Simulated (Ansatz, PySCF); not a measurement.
This Ansatz (a program for electronic structure) input computes a r2SCAN/def2-TZVPD energy:

Ansatz 0.2 input:
```yaml
crystal:
  periodic: [false, false, false]
  atoms:
    - {symbol: F, position_ang: [-0.33331621, 1.41870965, 0.76257341]}
    - {symbol: C, position_ang: [-0.15388343, 0.38035234, -0.09532345]}
    - {symbol: F, position_ang: [-0.56553872, 0.80298230, -1.31937120]}
    - {symbol: C, position_ang: [1.22207737, -0.28113622, -0.05316694]}
    - {symbol: O, position_ang: [0.61602590, -1.52262589, 0.38159868]}
    - {symbol: C, position_ang: [-0.71919998, -0.96182148, 0.36467551]}
    - {symbol: H, position_ang: [1.71110999, -0.37338828, -1.02393345]}
    - {symbol: H, position_ang: [1.90247041, 0.13399508, 0.69167015]}
    - {symbol: H, position_ang: [-1.17734831, -0.94590585, 1.35457337]}
    - {symbol: H, position_ang: [-1.36870873, -1.45328921, -0.36103024]}
basis:
  gaussian:
    orbitals: def2-TZVPD
hamiltonian:
  xc: {name: r2SCAN}
output: {forces: true}
```

Task: Write an input for the same energy in PySCF and say what it gives.

Result: 
```python
from pyscf import gto, scf, dft

mol = gto.M(
    atom='''
    F    -0.33331621    1.41870965    0.76257341
    C    -0.15388343    0.38035234   -0.09532345
    F    -0.56553872    0.80298230   -1.31937120
    C     1.22207737   -0.28113622   -0.05316694
    O     0.61602590   -1.52262589    0.38159868
    C    -0.71919998   -0.96182148    0.36467551
    H     1.71110999   -0.37338828   -1.02393345
    H     1.90247041    0.13399508    0.69167015
    H    -1.17734831   -0.94590585    1.35457337
    H    -1.36870873   -1.45328921   -0.36103024
    ''',
    basis='def2-tzvpd',
    charge=0,
    spin=0,
    verbose=4,
)

mf = dft.RKS(mol, xc='r2scan').density_fit(auxbasis='def2-universal-jkfit')
mf.grids.level = 4
mf.conv_tol = 1e-9
mf.max_cycle = 100
mf.max_memory = 1500
mf.kernel()
if not mf.converged:
    mf = mf.newton()
    mf.kernel(mf.make_rdm1())
mf.analyze()
```
It gives -391.57240 Eh, and Ansatz -391.57227 Eh, a difference of 0.13 mEh, from the treatment of integrals and grids.
